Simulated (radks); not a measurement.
Tl46+, 35 electrons, occupied as [Ar] 3d10 4s2 4p5 (the NIST ground configuration).

Calculated with a radial shooting solver on a logarithmic mesh with Libxc functionals: scalar-relativistic Kohn-Sham, LDA (Slater exchange, VWN5 correlation), spin-polarised, spherical densities, finite nucleus; open shells are filled with parallel spins first (spin-orbit coupling, left out, can overturn this in heavy ions); Fermi nuclear charge, rms radius 5.4759 fm.

Energy parts (Ry):
| part | energy |
|---|---|
| total | -37534.5400 |
| kinetic | 42596.5605 |
| electron-nucleus | -87096.5389 |
| Hartree | 7514.8088 |
| exchange-correlation | -549.3705 |

Orbitals (lengths in bohr, moments of r in powers of bohr; <r^-3> diverges for s and p1/2; r(max) is where P^2 peaks):
orbital  occ.  eigenvalue (Ry)      <r>  <r^-3>   r(max)
1s up       1        -6455.807  0.01633       -  0.01004
1s down     1        -6455.715  0.01633       -  0.01004
2s up       1        -1289.329  0.06874       -  0.05817
2s down     1        -1289.272  0.06874       -  0.05817
2p up       3        -1133.727  0.06229   28170  0.04831
2p down     3        -1133.651  0.06229   28170  0.04831
3s up       1        -430.4788   0.1754       -   0.1629
3s down     1        -430.3966   0.1753       -   0.1629
3p up       3        -385.4331   0.1762    6737   0.1624
3p down     3        -385.3427   0.1762    6738   0.1624
3d up       5        -340.1292   0.1589   829.1   0.1317
3d down     5        -340.0464   0.1588   829.3   0.1317
4s up       1        -202.7535   0.3515       -   0.3464
4s down     1        -202.4580   0.3515       -   0.3464
4p up       3        -185.9201   0.3627    2247   0.3580
4p down     2        -185.6261   0.3627    2247   0.3579
4d up       0        -168.0406   0.3589   271.4   0.3505
4d down     0        -167.7592   0.3589   271.6   0.3503
5s up       0        -117.4034   0.5948       -   0.6147
5s down     0        -117.2678   0.5953       -   0.6151

The highest occupied level is 4p down at -2525.6 eV. Spin moment in Bohr magnetons: 1.
